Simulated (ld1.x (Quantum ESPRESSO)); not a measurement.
# Configuration tests for W (Z = 74) (TM semilocal)

- Element: tungsten
- Generator: ld1.x (Quantum ESPRESSO) 7.5
- Type: norm-conserving Troullier–Martins (semilocal form)
- Functional: PBE
- Relativity: scalar-relativistic
- Frozen core: [Kr] 4d10 4f14
- Valence charge: 14
- Reference configuration: 5s2 5p6 5d4 6s2 6p0
- Partial waves: 5s (bound): rc 1.22 bohr; 5d (bound): rc 2.10 bohr; 5p (bound): rc 1.50 bohr
- Local potential: the p channel
- Core correction: none

Occupied shells without a wave of their own: 6s. They enter only through the test configuration that unscreens the potential.

Energies are relative to the spin-unpolarised reference configuration 5s2 5p6 5d4 6s2 6p0; without spin polarisation the order of configurations can differ from experiment.

**Question.** Give the all-electron excitation energy and the error of the potential for: 5s2 5p6 5d4 6s1 6p0; 5s2 5p6 5d4 6s0 6p0; 5s2 5p6 5d3 6s0 6p0; 5s2 5p6 5d3 6s2 6p1; 5s2 5p6 5d4 6s0 6p1; 5s2 5p6 5d4 6s1 6p1; 5s2 5p6 5d4 6s1.5 6p0.

**Answer.**

```tsv
valence configuration	charge	ΔE all-electron (eV)	error AE − PS (meV)
5s2 5p6 5d4 6s1 6p0	+1	8.883	-179
5s2 5p6 5d4 6s0 6p0	+2	24.563	-433
5s2 5p6 5d3 6s0 6p0	+3	49.945	-586
5s2 5p6 5d3 6s2 6p1	0	4.018	+53
5s2 5p6 5d4 6s0 6p1	+1	14.336	-311
5s2 5p6 5d4 6s1 6p1	0	4.495	-116
5s2 5p6 5d4 6s1.5 6p0	+0.5	3.633	-80
```

The 6s level has no wave, so the channel is fitted at the deeper level alone: the likely source of the large errors.
